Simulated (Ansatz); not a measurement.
Ge₁₃F₂₀⁺. The state is a doublet with charge 1. Geometry PBE-D4/def2-SVP, that of the neutral singlet; atoms count from 1.

```xyz
33

Ge   -1.443    0.542   -3.300
Ge    2.123    2.001    2.548
Ge    1.864    0.185   -1.641
Ge   -1.073    2.136    0.420
Ge   -2.894   -1.427   -0.264
Ge    0.559   -1.442    1.872
Ge    0.243   -3.157   -1.796
Ge    0.203    3.518    2.041
Ge    0.028    1.851   -1.770
Ge   -1.735   -1.787   -2.454
Ge    1.930   -0.267    3.577
Ge    1.727   -1.872   -0.258
Ge   -1.486   -0.132    1.348
F    -1.032    0.680   -4.991
F    -3.066    1.204   -3.153
F     3.728    2.676    2.404
F     1.861    1.209    0.890
F     1.288   -0.686   -3.136
F     3.466    0.759   -2.031
F    -2.668    2.855    0.186
F    -4.397   -0.548   -0.452
F    -3.319   -2.935    0.516
F    -0.012   -2.969    2.548
F     1.075   -3.954   -3.107
F    -0.491   -4.445   -0.849
F     0.764    5.050    1.415
F    -0.715    3.893    3.480
F     0.603    3.381   -2.421
F    -2.805   -2.704   -3.509
F     3.507   -0.966    3.857
F     1.152   -0.197    5.140
F     3.321   -2.575   -0.005
F    -2.306    0.122    2.895
```

Single mean-field runs in def2-TZVP are fitted with def2-universal-jkfit.

(1) Estimate the Mulliken populations from the PBE0/def2-TZVP orbitals of Ansatz.

(2) Where does the spin sit?

(3) And the Mayer bond orders between bonded heavy atoms (over 0.3)?

## Answers

(1) 
| atom | charge (e) | spin (α − β) |
| --- | --- | --- |
| Ge1 | 0.84 | 0.09 |
| Ge2 | 0.58 | 0.04 |
| Ge3 | 0.73 | 0.04 |
| Ge4 | 0.24 | 0.02 |
| Ge5 | 0.86 | -0.01 |
| Ge6 | 0.24 | 0.02 |
| Ge7 | 0.84 | 0.09 |
| Ge8 | 0.88 | 0.03 |
| Ge9 | 0.32 | 0.14 |
| Ge10 | 0.22 | 0.16 |
| Ge11 | 0.88 | 0.03 |
| Ge12 | 0.32 | 0.14 |
| Ge13 | 0.17 | 0.00 |
| F14 | -0.28 | 0.02 |
| F15 | -0.29 | 0.03 |
| F16 | -0.29 | 0.00 |
| F17 | -0.44 | 0.01 |
| F18 | -0.38 | 0.00 |
| F19 | -0.29 | 0.01 |
| F20 | -0.31 | 0.00 |
| F21 | -0.31 | 0.00 |
| F22 | -0.30 | 0.00 |
| F23 | -0.31 | 0.00 |
| F24 | -0.28 | 0.02 |
| F25 | -0.29 | 0.03 |
| F26 | -0.30 | 0.01 |
| F27 | -0.30 | 0.00 |
| F28 | -0.28 | 0.02 |
| F29 | -0.28 | 0.02 |
| F30 | -0.30 | 0.01 |
| F31 | -0.30 | 0.00 |
| F32 | -0.28 | 0.02 |
| F33 | -0.31 | 0.00 |
Mulliken values and Mayer orders depend strongly on the basis.

(2) Summed by element: Ge 0.80, F 0.20, of 1 unpaired in all. Largest on single atoms: Ge10 0.16, Ge12 0.14, Ge9 0.14.

(3) Ge1–Ge9 0.63 (2.49 Å); Ge1–Ge10 0.67 (2.50 Å); Ge1–F14 1.02 (1.75 Å); Ge1–F15 0.98 (1.76 Å); Ge2–Ge8 0.64 (2.50 Å); Ge2–Ge11 0.64 (2.50 Å); Ge2–F16 1.02 (1.75 Å); Ge2–F17 0.61 (1.86 Å); Ge3–Ge9 0.70 (2.48 Å); Ge3–Ge12 0.71 (2.48 Å); Ge3–F18 0.77 (1.82 Å); Ge3–F19 1.03 (1.75 Å); Ge4–Ge8 0.71 (2.48 Å); Ge4–Ge9 0.76 (2.47 Å); Ge4–Ge13 0.77 (2.48 Å); Ge4–F20 0.95 (1.76 Å); Ge5–Ge10 0.72 (2.50 Å); Ge5–Ge13 0.71 (2.50 Å); Ge5–F21 0.99 (1.75 Å); Ge5–F22 0.99 (1.75 Å); Ge6–Ge11 0.71 (2.48 Å); Ge6–Ge12 0.75 (2.47 Å); Ge6–Ge13 0.77 (2.48 Å); Ge6–F23 0.95 (1.76 Å); Ge7–Ge10 0.67 (2.49 Å); Ge7–Ge12 0.63 (2.49 Å); Ge7–F24 1.02 (1.75 Å); Ge7–F25 0.98 (1.76 Å); Ge8–F26 1.01 (1.75 Å); Ge8–F27 1.01 (1.75 Å); Ge9–F28 0.98 (1.76 Å); Ge10–F29 0.97 (1.76 Å); Ge11–F30 1.01 (1.75 Å); Ge11–F31 1.01 (1.75 Å); Ge12–F32 0.98 (1.76 Å); Ge13–F33 0.94 (1.77 Å).
